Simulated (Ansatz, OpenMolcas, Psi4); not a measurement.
## A ladder of methods for SiH2O2F2 (SMILES O[Si](O)(F)F)

The species is SiH2O2F2 (7 atoms), meant as a singlet with charge 0. SMILES: `O[Si](O)(F)F`. Geometry: relaxed at PBE0-D4/def2-TZVP. This is one conformer, not always the lowest.

Quantity: the HOMO–LUMO gap, in eV. The values are calculated.

```json
{"level": "HF/def2-SVP", "kind": "Hartree–Fock", "program": "OpenMolcas", "value (eV)": "18.89", "CPU time": "4.7 s"}
{"level": "SVWN5/def2-SVP", "kind": "LDA", "program": "OpenMolcas", "value (eV)": "7.83", "CPU time": "11 s"}
{"level": "BLYP/def2-SVP", "kind": "GGA", "program": "Ansatz", "value (eV)": "7.59", "CPU time": "3.2 s"}
{"level": "TPSS/def2-SVP", "kind": "meta-GGA", "program": "OpenMolcas", "value (eV)": "8.17", "CPU time": "21 s"}
{"level": "r2SCAN/def2-SVP", "kind": "meta-GGA", "program": "OpenMolcas", "value (eV)": "9.09", "CPU time": "18 s"}
{"level": "M06-2X/def2-SVP", "kind": "hybrid meta-GGA", "program": "OpenMolcas", "value (eV)": "13.28", "CPU time": "18 s"}
{"level": "PBE0-D4/def2-SVP (density fitting)", "kind": "global hybrid", "program": "Psi4", "value (eV)": "10.74", "CPU time": "4.7 s"}
{"level": "wB97M-V/def2-SVP", "kind": "range-separated hybrid", "program": "Ansatz", "value (eV)": "14.90", "CPU time": "27 s"}
```

The values span 7.59 to 18.89 eV. Orbital gaps aren't excitation energies; they tend to grow with the share of exact exchange. Times are those of the runs behind each value, whatever else they computed, on shared processors of several kinds: orders of magnitude only.
